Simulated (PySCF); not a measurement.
## N⁺ (nitrogen, charge +1) across methods

[He] 2s1 2p2 3s1, high-spin 5P determinant (an excited configuration). Calculation: PySCF 2.14, in aug-cc-pVQZ-DK; the spin-free X2C one-electron Hamiltonian (Gaussian nucleus).

```
 method  E (hartree)  mean ε 2s α (eV)  mean ε 2p α (eV)  mean ε 3s α (eV)  Σ⟨r²⟩ (bohr²)   ⟨S²⟩
   TPSS     -53.1712           -43.300           -31.524            -8.921          20.69  6.000
   PW91     -53.1409           -42.853           -31.396            -8.988          20.48  6.000
    LDA     -52.6893           -42.523           -31.179            -9.010          20.49  6.000
  B3LYP     -53.1547           -45.081           -33.190            -9.347          20.59  6.000
    UHF    -53.06396           -54.860           -40.915           -11.014          20.99  6.000
    PBE     -53.1031           -42.793           -31.295            -8.955          20.54  6.000
 r2SCAN     -53.1576           -44.108           -32.235            -8.989          20.84  6.000
r2SCANh     -53.1576           -45.186           -33.120            -9.213          20.82  6.000
   PBE0     -53.1162           -45.913           -33.798            -9.552          20.65  6.000
```

The outer electron is Rydberg-like, and this basis confines it to a smaller radius and binds it less than a complete one would.
